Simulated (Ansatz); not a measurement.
**Relaxing a trial structure of CB2Si**

The starting geometry of this gas-phase singlet was optimised with GFN2-xTB.

| atom | x (Å) | y (Å) | z (Å) |
| --- | --- | --- | --- |
| C | 0.0621 | -1.1612 | -0.6369 |
| B | 0.1971 | -0.8028 | 1.1664 |
| B | 1.1431 | -1.5127 | 0.2137 |
| Si | -1.3615 | -0.2391 | 0.1766 |

Q: Predict what becomes of its bonds when it is optimised with r2SCAN-D4/def2-SVP.

A: It rearranges to `B1=C2[Si]B12`. Contacts that close: C1–B2 (1.84 → 1.59 Å).

The energy falls by 0.34 eV over 7 steps:

| step | E − E(last) (eV) |
| --- | --- |
| 1 | 0.339 |
| 2 | 0.208 |
| 3 | 0.187 |
| 4 | 0.055 |
| 5 | 0.000 |
| 6 | 0.000 |
| 7 | 0.000 |

Final geometry (Å):

```yaml
atoms:
  - { symbol: C, position_ang: [0.0634, -1.1235, -0.4757] }
  - { symbol: B, position_ang: [0.1982, -0.8231, 1.0823] }
  - { symbol: B, position_ang: [1.2202, -1.5614, 0.1758] }
  - { symbol: Si, position_ang: [-1.4410, -0.2078, 0.1374] }
```

Frequencies at the end are all real (lowest 254 cm⁻¹). Run with Ansatz 0.2.0, 13 s on 1 thread of Arm Neoverse V1, on a shared host.
